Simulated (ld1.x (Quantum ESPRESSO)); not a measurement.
Plane-wave convergence, PAW potential for F

```
Element                 : F (Z = 9)
Generator               : ld1.x (Quantum ESPRESSO) 7.5
Type                    : PAW
Functional              : revPBE
Relativity              : scalar-relativistic
Frozen core             : [He]
Valence charge          : 7
Reference configuration : 2s2 2p3 (charge +2)
Partial waves           : 2s (bound): rcut 0.80, rcutus 0.85 bohr; 2s channel at -3.8 Ry: rcut 0.80, rcutus 0.85 bohr; 2p (bound): rcut 1.35, rcutus 1.55 bohr; 2p channel at -2.5 Ry: rcut 1.35, rcutus 1.55 bohr
Local potential         : all-electron potential smoothed inside 1.50 bohr (lloc = -1)
Core correction         : a·sin(br)/r model core inside 0.65 bohr
Augmentation charge     : PSQ, radius 0.70 bohr
```

The pseudo-atom Hamiltonian at the reference potential is diagonalised in spherical Bessel functions j_l(qr) that vanish at 20 bohr, with q² up to the cutoff. All-electron valence levels (Ry): 2s -5.0023, 2p -3.5970.

Question: How do the lowest levels (Ry) of each channel move with the cutoff, and are there ghosts?

Answer:

```csv
cutoff (Ry),s #1,s #2,p #1,p #2,d #1,d #2,f #1,f #2,Σ f·Δε (mRy)
8,-4.6340,-1.0825,-2.8636,-0.7127,-0.5591,-0.2862,-0.2571,-0.1423,2937.6
12,-4.8767,-1.1283,-3.2989,-0.7774,-0.5634,-0.2879,-0.2572,-0.1424,1146.3
21,-4.9916,-1.1507,-3.5606,-0.8347,-0.5659,-0.2889,-0.2572,-0.1424,131.5
30,-5.0008,-1.1522,-3.5949,-0.8625,-0.5663,-0.2890,-0.2572,-0.1424,10.1
40,-5.0018,-1.1523,-3.5967,-0.8753,-0.5663,-0.2890,-0.2572,-0.1424,2.8
50,-5.0019,-1.1523,-3.5969,-0.8788,-0.5663,-0.2890,-0.2572,-0.1424,2.1
70,-5.0021,-1.1523,-3.5971,-0.8790,-0.5663,-0.2890,-0.2572,-0.1424,1.0
90,-5.0023,-1.1523,-3.5971,-0.8791,-0.5663,-0.2890,-0.2572,-0.1424,0.4
400,-5.0025,-1.1523,-3.5972,-0.8791,-0.5663,-0.2890,-0.2572,-0.1424,0.0
```

Result: no extra level below or beside the all-electron valence levels (s, p, d, f tested); 10 mRy is reached at 35 Ry and 1 mRy at 70 Ry.
